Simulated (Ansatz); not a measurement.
H3B2N, SMILES `B=NB` (charge 0, multiplicity 1).

Computed with frozen-core CCSDT(Q)/cc-pVTZ // B3LYP-D3(BJ)/def2-TZVP (Ansatz, a first-principles code).

Ansatz 0.2 input:
```yaml
crystal:
  periodic: [false, false, false]
  atoms:
    - { symbol: B, position_ang: [1.521411, -0.133339, 0.708721] }
    - { symbol: N, position_ang: [0.283681, -0.024321, 0.847057] }
    - { symbol: B, position_ang: [-1.101517, 0.096516, 0.999445] }
    - { symbol: H, position_ang: [2.676134, -0.234325, 0.580019] }
    - { symbol: H, position_ang: [-1.833518, -0.439328, 0.222059] }
    - { symbol: H, position_ang: [-1.546173, 0.734806, 1.906163] }
basis:
  gaussian: { orbitals: cc-pVTZ }
correlation:
  method: ccsdt_q
```

Output:

```
Functional definition: HF
1634 factors; integrals over basis functions are off by at most 2.0e-7 eV
mean field evaluation 1: about -2870.5495 eV, gradient 4.0e1 eV
mean field evaluation 2: about -2870.5509 eV, gradient 4.0e1 eV
mean field evaluation 4: about -2874.1961 eV, gradient 3.3e0 eV
mean field evaluation 8: about -2874.2400 eV, gradient 2.0e-1 eV
mean field evaluation 16: about -2874.2371 eV, gradient 5.8e-1 eV
mean field -2874.24030343 eV, -105.6263829210 hartree, gradient 2.9e-6 eV, S^2 0.000000; 0 other end points of the search recorded, 0 dependent functions left out
3 core orbitals not correlated
reference -2874.24030343 eV, -105.6263829210 hartree; 7, 7 occupied and 122, 122 virtual orbitals, 1634 factors
second order -10.65508206 eV of doubles, -0.00000000 eV of singles
cycle   1  -10.83927967 eV  change   -1.8e-1 eV  update   1.0e-1
cycle   2  -11.41718528 eV  change   -5.8e-1 eV  update   5.5e-2
cycle   3  -11.80370788 eV  change   -3.9e-1 eV  update   2.3e-2
cycle   4  -11.75728473 eV  change    4.6e-2 eV  update   7.3e-3
cycle   5  -11.74169737 eV  change    1.6e-2 eV  update   3.7e-3
cycle   6  -11.74854014 eV  change   -6.8e-3 eV  update   1.1e-3
cycle   7  -11.75084396 eV  change   -2.3e-3 eV  update   5.1e-4
cycle   8  -11.75006801 eV  change    7.8e-4 eV  update   2.2e-4
cycle   9  -11.74975972 eV  change    3.1e-4 eV  update   9.6e-5
cycle  10  -11.74989862 eV  change   -1.4e-4 eV  update   3.5e-5
cycle  11  -11.74985392 eV  change    4.5e-5 eV  update   1.8e-5
cycle  12  -11.74985395 eV  change   -2.7e-8 eV  update   8.4e-6
cycle  13  -11.74986264 eV  change   -8.7e-6 eV  update   3.7e-6
cycle  14  -11.74985781 eV  change    4.8e-6 eV  update   1.1e-6
cycle  15  -11.74985745 eV  change    3.6e-7 eV  update   5.1e-7
perturbative correction -0.03022874 eV, -0.0011108857 hartree
Total energy: -2886.02038962 eV, -106.0592931036 hartree
```
